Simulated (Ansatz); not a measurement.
Relaxation of CH$_{4}$GeS (7 atoms, charge 0, multiplicity 1), to a largest force component of 0.015 eV/Å in at most 40 steps.

Method: RKS BHLYP-D4/def2-SVP in Ansatz 0.2.0.

```xyz
7
Properties=species:S:1:pos:R:3:forces:R:3
C -0.885 0.667 -0.271 -1.87 3.12 -0.20
Ge 0.280 -0.152 0.964 2.46 -0.33 0.83
S -0.947 -1.369 2.335 1.18 -0.86 1.18
H -1.412 -0.051 -0.857 -0.81 -0.67 -0.50
H -0.352 1.339 -1.004 -0.20 -0.71 0.87
H -1.652 1.360 0.277 1.13 -1.32 -1.01
H 0.217 -1.837 3.064 -1.88 0.78 -1.18
```

Question: Where does it end, and by what steps?

Answer: It converged. After 6 steps the energy has fallen by 0.510 eV; Ge2 moved furthest, 0.26 Å.

```tsv
step	energy less start (eV)	largest force component (eV/Å)	accepted
0	0.0000	3.123	yes
1	-0.4328	1.223	yes
2	-0.4769	0.504	yes
3	-0.5078	0.075	yes
4	-0.5095	0.044	yes
5	-0.5100	0.041	yes
6	-0.5101	0.003	yes
```

```xyz
7
Properties=species:S:1:pos:R:3
C -0.887 0.671 -0.238
Ge 0.531 -0.093 0.939
S -0.908 -1.262 2.187
H -1.434 -0.128 -0.749
H -0.447 1.331 -0.990
H -1.611 1.243 0.352
H 0.004 -1.805 3.007
```

Whether the end is a true minimum wasn't checked by a vibrational analysis.

Run time: 60 s on 1 thread of Intel(R) Xeon(R) Processor @ 2.50GHz (Skylake/Cascade Lake) (shared host), peak memory 0.18 GiB.
